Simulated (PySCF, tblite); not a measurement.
Isomers of C8H6Cl (doublet state), one GFN2-xTB conformer each. Single-point energies are computed at B3LYP/pcH-1 (PySCF, gas phase, no added dispersion term), electronic only. GFN2-xTB treats the open shell by occupation alone, and not every SCF solution was tested for stability.

| SMILES | GFN2-xTB relative energy (kJ/mol) |
| --- | --- |
| C#C[C@H]1[CH]C=CC(Cl)=C1 | 15.4 |
| [H]/[C]=C\c1cccc(Cl)c1 | 0.0 |

Conformers: `[H]/[C:1]=[CH:2]\[c:3]1[cH:4][cH:5][cH:6][c:7]([Cl:8])[cH:9]1` (doublet state) with C1–C2–C3–C4 180°.

**Question.** What does B3LYP/pcH-1 give for the same structures?

**Answer.** 
```csv
SMILES,B3LYP/pcH-1 E (Eh),B3LYP/pcH-1 (kJ/mol),GFN2-xTB (kJ/mol),point group
[H]/[C]=C\c1cccc(Cl)c1,-768.58132,0.0,0.0,Cs
C#C[C@H]1[CH]C=CC(Cl)=C1,-768.55188,77.3,15.4,C1
```

Both levels put the same isomer lowest. 

**Question.** What happens when harmonic zero-point energies from GFN2-xTB frequencies are added?

**Answer.** 
| SMILES | ZPE (kJ/mol) | electronic (kJ/mol) | with ZPE (kJ/mol) |
| --- | --- | --- | --- |
| [H]/[C]=C\c1cccc(Cl)c1 | 278.7 | 0.0 | 0.0 |
| C#C[C@H]1[CH]C=CC(Cl)=C1 | 276.9 | 77.3 | 75.5 |

The zero-point energies span 1.8 kJ/mol. The order is unchanged.

**Question.** As an exercise, what shares would exp(−E/RT) give at 2000 K from these electronic energies alone (no entropy, no degeneracies)?

**Answer.** RT = 16.629 kJ/mol: [H]/[C]=C\c1cccc(Cl)c1 99.1 %, C#C[C@H]1[CH]C=CC(Cl)=C1 0.9 %.
